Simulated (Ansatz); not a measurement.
```yaml
crystal:
  periodic: [false, false, false]
  atoms:
    - {symbol: O, position_ang: [1.292837, 1.498976, -2.057845]}
    - {symbol: Al, position_ang: [0.939003, -0.488641, -1.455735]}
    - {symbol: F, position_ang: [1.683486, -2.054644, -2.571345]}
    - {symbol: C, position_ang: [-0.348362, -0.931488, 0.553626]}
    - {symbol: C, position_ang: [-0.924855, 0.597640, 1.482980]}
    - {symbol: F, position_ang: [-1.839134, 0.148414, 2.892493]}
    - {symbol: H, position_ang: [1.908436, 1.829846, -3.026359]}
    - {symbol: H, position_ang: [-1.429613, -1.695776, 0.198912]}
    - {symbol: H, position_ang: [0.411545, -1.720052, 1.377678]}
    - {symbol: H, position_ang: [0.125482, 1.358740, 1.915777]}
    - {symbol: H, position_ang: [-1.737076, 1.385734, 0.715692]}
basis:
  gaussian: {orbitals: def2-SVPD, fitting: {mean_field: cc-pVTZ-jkfit}}
hamiltonian: {xc: {name: RPBE}}
```

```sh
$ ansatz run in.yaml --threads 4 --pin off --events-out ev --progress --plain --max-ram 10444MiB
```

Output, abridged:

```
Functional definition: RPBE
666 factors; integrals over basis functions are off by at most 3.4e-1 eV
mean field evaluation 1: about -16203.3308 eV, gradient 8.5e1 eV
mean field evaluation 2: about -16044.0115 eV, gradient 2.3e2 eV
mean field evaluation 4: about -16215.7336 eV, gradient 3.3e1 eV
mean field evaluation 8: about -16218.7116 eV, gradient 1.3e0 eV
mean field evaluation 16: about -16218.7194 eV, gradient 2.5e-4 eV
mean field -16218.71939428 eV, -596.0269442969 hartree, gradient 5.3e-5 eV, S^2 0.000000; 0 other end points of the search recorded, 0 dependent functions left out
reference -16218.71945933 eV, -596.0269466876 hartree; 28, 28 occupied and 145, 145 virtual orbitals, 666 factors
Total energy: -16218.71945933 eV, -596.0269466876 hartree
```

It took 3.2 s on 4 threads of a server CPU on a shared host, with 0.46 GiB of host memory at the peak.
